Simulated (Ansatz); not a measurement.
`[SH][Al]([Cl])[Cl]` + H₂S → `[SH][Al]([SH])[Cl]` + HCl at 500 K and 1 bar (ligand exchange at the Al–Cl bond).

Computed with Ansatz on PBE0-D4/def2-TZVP structures; ΔE is electronic, products minus reactants. CCSD(T)/CBS adds triple-zeta CCSD(T) − MP2 to the extrapolated MP2 energy (def2 sets, frozen cores). This one scheme is used for every species. One conformer a species, not always the lowest.

| species | CCSD(T)/CBS energy (Eh) | H − E (kJ/mol) | S (J/(mol·K)) |
| --- | --- | --- | --- |
| `[SH][Al]([Cl])[Cl]` | -1560.13922 | 70.1 | 384.1 |
| H₂S | -398.97279 | 57.0 | 224.0 |
| `[SH][Al]([SH])[Cl]` | -1498.71313 | 95.7 | 397.9 |
| HCl | -460.38127 | 32.5 | 201.9 |

H − E and S are ideal-gas, rigid-rotor, harmonic terms from PBE0-D4/def2-TZVP, for one conformer and one mirror image of each species. 1 Eh = 2625.50 kJ/mol, R = 8.31446 J/(mol·K).

Task: By hand: ΔE, ΔH, ΔS and ΔG.

Result: ΔE = (-1498.71313) + (-460.38127) − (-1560.13922) − (-398.97279) = 0.01761 Eh = 46.2 kJ/mol. Δ(H − E) = 95.7 + 32.5 − 70.1 − 57.0 = 1.1, so ΔH = 47.3 kJ/mol. ΔS = 397.9 + 201.9 − 384.1 − 224.0 = -8.3 J/(mol·K). ΔG = 47.3 − 500 × (-8.3)/1000 = 51.4 kJ/mol.

Task: By hand: the equilibrium constant, and the temperature at which ΔG would vanish if ΔH and ΔS stayed fixed.

Result: log₁₀ K = −ΔG/(RT ln 10) = -5.4. ΔH and −TΔS have one sign here, so there is no such temperature.

The number of gas molecules stays the same, so ΔS is small and ΔH decides. A doubt of 5 kJ/mol in ΔE shifts log₁₀ K by 0.5 here. Other conformers and mirror images would add mixing entropy, several J/(mol·K) or more a flexible species. These are equilibria of isolated gas molecules and say nothing of rates. Largest T1 diagnostic: 0.010 (customary marks: 0.02 for closed shells, 0.045 for open ones).

ΔS is within the doubt of such terms, so its sign, and with it that verdict, could turn.
